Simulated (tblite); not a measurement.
Parent: `[CH2:1]=[CH:2][Si@@H:3]([OH:4])[SH:5]` with C1–C2–Si3–O4 150°, C2–Si3–O4–H 151°, C2–Si3–S5–H 58°, C2H6OSSi.

Structures optimised with GFN2-xTB, isolated species. One conformer each, not checked by frequencies here.

```tsv
coordinate of the parent	value
C1=C2	1.323 Å
C2–Si3	1.876 Å
Si3–O4	1.618 Å
Si3–S5	2.169 Å
C1–C2–Si3	124.7°
C2–Si3–O4	106.3°
C2–Si3–S5	110.7°
O4–Si3–S5	106.8°
```

Problem. How does the shared frame change in `[CH2:1]=[CH:2][O:3][Si@@H:4]([SH:5])[CH:6]=[CH2:7]` with C1–C2–O3–Si4 3°, C2–O3–Si4–S5 55°, O3–Si4–S5–H 156°, O3–Si4–C6–C7 159°, C4H8OSSi? Atoms pair as C1 = C7, C2 = C6, Si3 = Si4, O4 = O3, S5 = S5 (parent first).

Solution. 
```tsv
parent	relative	value in the relative	change
C1=C2	C7=C6	1.323 Å	0.000
C2–Si3	C6–Si4	1.873 Å	-0.003
Si3–O4	Si4–O3	1.621 Å	+0.003
Si3–S5	Si4–S5	2.165 Å	-0.004
C1–C2–Si3	C7–C6–Si4	123.8°	-0.9
C2–Si3–O4	C6–Si4–O3	102.9°	-3.4
C2–Si3–S5	C6–Si4–S5	110.4°	-0.3
O4–Si3–S5	O3–Si4–S5	109.2°	+2.4
```

Of the parent's bonds, C2–Si3, Si3–O4 and Si3–S5 change most and about equally (-0.004 to +0.003 Å). Bonds of the relative outside the shared frame: C1=C2 1.319, C2–O3 1.348 Å. Point group C1 → C1.

Problem. How does the shared frame change in `[CH2:1]=[CH:2][Si@@H:3]([SH:4])[O:5][CH2:6][CH2:7][CH3:8]` with C1–C2–Si3–S4 91°, C2–Si3–S4–H -53°, C2–Si3–O5–C6 -144°, Si3–O5–C6–C7 -88°, O5–C6–C7–C8 77°, C5H12OSSi? Atoms pair as C1 = C1, C2 = C2, Si3 = Si3, O4 = O5, S5 = S4 (parent first).

Solution. 
```
   parent   relative  value in the relative  change
    C1=C2      C1=C2                1.323 Å   0.000
   C2–Si3     C2–Si3                1.876 Å   0.000
   Si3–O4     Si3–O5                1.609 Å  -0.009
   Si3–S5     Si3–S4                2.169 Å   0.000
C1–C2–Si3  C1–C2–Si3                 124.0°    -0.7
C2–Si3–O4  C2–Si3–O5                 105.8°    -0.5
C2–Si3–S5  C2–Si3–S4                 110.6°    -0.1
O4–Si3–S5  O5–Si3–S4                 107.6°    +0.8
```

Of the parent's bonds, Si3–O4 changes most (-0.009 Å). Bonds of the relative outside the shared frame: O5–C6 1.403, C6–C7 1.527, C7–C8 1.523 Å. Point group C1 → C1.

These are computed values.
